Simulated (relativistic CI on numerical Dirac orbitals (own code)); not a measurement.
## Nd4+: M4,5 absorption edge

Computed with this model: Dirac-Coulomb-Breit CI, separate exchange-only KLI orbitals for each configuration, QED by a radiative potential, valence Slater integrals scaled by 0.7, multiplet model of core-to-valence dipole absorption; configurations [Xe] 4f2 → [Ar] 3d9 4s2 4p6 4d10 4f3 5s2 5p6; 10 K; Lorentzian 0.36 eV and Gaussian 0.4 eV FWHM. Energies are those of the free ion, without screening or charge transfer. The branching ratio is the share of the lower-energy edge in the whole absorption, uncertain by about 0.02 where the edges overlap. S is read from ⟨S²⟩ = S(S + 1).

Field parameters in Wybourne normalisation; cubic f-shell fields have B⁴₄ = √(5/14) B⁴₀ and B⁶₄ = −√(7/2) B⁶₀. The field is a parameter set, without covalency.

free ion: ground-state S = 0.97, centroid 993.59 eV, branching ratio 0.550. Peaks (eV, height): 984.2 (100), 985.4 (47), 1001.4 (15), 1002.0 (22), 1003.3 (13), 1004.8 (61), 1005.9 (53), 1006.7 (35).

Oh, B40 = 4040, B60 = 1110 cm⁻¹: ground-state S = 0.98, centroid 993.63 eV, branching ratio 0.548. Peaks (eV, height): 984.2 (100), 985.4 (42), 1001.5 (14), 1002.1 (22), 1003.5 (13), 1004.8 (57), 1006.0 (54), 1006.8 (30).

The statistical ratio of this edge is 3/5 = 0.600. Values above it arise where the holes sit mainly in the j = l + 1/2 valence subshell or the ground state has high spin; values below it where core-valence Coulomb terms move weight to the upper edge, as in nearly empty shells.

Strongest unbroadened transitions for free ion:

```
Energy (eV)  Relative strength
     983.83               68.8
     984.11               18.9
     984.28               88.7
     984.58               20.6
     984.79               57.1
     985.31               12.6
     985.53               32.9
     985.61               12.8
     985.98               17.9
    1001.32               19.4
    1001.97               28.7
    1003.33               12.3
    1004.38               21.3
    1004.76              100.0
    1005.89               51.5
    1005.90               13.8
    1006.13               18.9
    1006.73               47.7
```
